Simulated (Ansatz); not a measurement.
Ansatz (a quantum-chemistry and plane-wave program) input (B3LYP-D3(BJ)/def2-TZVP):

Ansatz 0.2 input:
```yaml
crystal:
  periodic: [false, false, false]
  atoms:
    - {symbol: Si, position_ang: [-0.74685211, -0.17200769, 0.49745879]}
    - {symbol: Br, position_ang: [-1.50815399, -1.72952849, -0.93665027]}
    - {symbol: Br, position_ang: [-1.66280696, 1.83068519, 0.03516446]}
    - {symbol: N, position_ang: [0.90846836, 0.01161708, 0.08952374]}
    - {symbol: H, position_ang: [1.50306904, -0.79076681, -0.03637253]}
    - {symbol: H, position_ang: [1.43124752, 0.81539962, 0.39531133]}
basis:
  gaussian:
    orbitals: def2-TZVP
hamiltonian:
  xc: b3lyp
  dispersion: d3bj
magnetization: {spin_polarized: true, initial_magnetization: 1}
relax: {f_tol: 0.002, max_steps: 150}
```

End of the output:

```
integrals: 0.12 GiB planned
1330 factors; their error is unknown
mean field: 1.62 GiB planned
mean field evaluation 96: about -149498.1837 eV, gradient 8.3e-4 eV
mean field -149498.18373000 eV, -5493.9569185690 hartree, gradient 2.0e-5 eV, S^2 0.752874; 1 other end points of the search recorded, 0 dependent functions left out
the calculation of the forces begins
reference -149498.18397677 eV, -5493.9569276376 hartree; 47, 46 occupied and 129, 130 virtual orbitals, 1330 factors
Total energy: -149498.55798897 eV, -5493.9706723323 hartree
Atom 0 at    -0.744598    -0.156572     0.443618 Å, force    -0.000049    -0.000145    -0.000393 eV/Å
Atom 1 at    -1.520871    -1.768215    -0.931363 Å, force     0.000019    -0.000141     0.000153 eV/Å
Atom 2 at    -1.679181     1.860235     0.056965 Å, force    -0.000072     0.000226     0.000142 eV/Å
Atom 3 at     0.922819     0.004488     0.119599 Å, force     0.000408     0.000104    -0.000044 eV/Å
Atom 4 at     1.508947    -0.799794    -0.043332 Å, force    -0.000240     0.000013     0.000063 eV/Å
Atom 5 at     1.437856     0.825257     0.398949 Å, force    -0.000066    -0.000057     0.000079 eV/Å
Dipole moment:     0.556232    -0.026833     0.187835 e Å
```

It need not be the lowest isomer of its formula.
